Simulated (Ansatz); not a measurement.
Relaxation of BCl2H4OP (9 atoms, charge 0, multiplicity 1), to a largest force component of 0.03 eV/Å in at most 50 steps.

All numbers below come from Ansatz 0.2.0, RKS BLYP-D4/def2-SVP.

```xyz
9
Properties=species:S:1:pos:R:3
B -0.071 0.582 -0.302
Cl -0.321 -0.512 2.555
O 1.204 0.126 -0.308
H 1.294 -0.788 -0.644
Cl -1.413 -0.377 -1.011
P -0.380 2.428 0.136
H -1.580 2.277 0.907
H 0.512 2.552 1.256
H -0.224 0.765 2.155
```

Q: Where does it end, and by what steps?

A: The forces met the threshold. After 7 steps the energy has fallen by 0.073 eV; Cl2 moved furthest, 0.33 Å.

```json
{"step": "0", "energy less start (eV)": "0.0000", "largest force component (eV/Å)": "0.831", "accepted": "yes"}
{"step": "1", "energy less start (eV)": "-0.0503", "largest force component (eV/Å)": "0.685", "accepted": "yes"}
{"step": "2", "energy less start (eV)": "-0.0354", "largest force component (eV/Å)": "1.066", "accepted": "no"}
{"step": "3", "energy less start (eV)": "-0.0683", "largest force component (eV/Å)": "0.145", "accepted": "yes"}
{"step": "4", "energy less start (eV)": "-0.0695", "largest force component (eV/Å)": "0.121", "accepted": "yes"}
{"step": "5", "energy less start (eV)": "-0.0718", "largest force component (eV/Å)": "0.104", "accepted": "yes"}
{"step": "6", "energy less start (eV)": "-0.0725", "largest force component (eV/Å)": "0.033", "accepted": "yes"}
{"step": "7", "energy less start (eV)": "-0.0726", "largest force component (eV/Å)": "0.022", "accepted": "yes"}
```

```xyz
9
Properties=species:S:1:pos:R:3
B -0.051 0.616 -0.411
Cl -0.343 -0.455 2.883
O 1.219 0.148 -0.400
H 1.302 -0.766 -0.740
Cl -1.394 -0.353 -1.095
P -0.377 2.459 0.121
H -1.552 2.215 0.907
H 0.536 2.503 1.231
H -0.318 0.685 2.247
```

Whether the end is a true minimum wasn't checked by a vibrational analysis.

Run time: 15 s on 2 threads of Arm Neoverse V2, with other jobs on the host, peak memory 0.15 GiB.
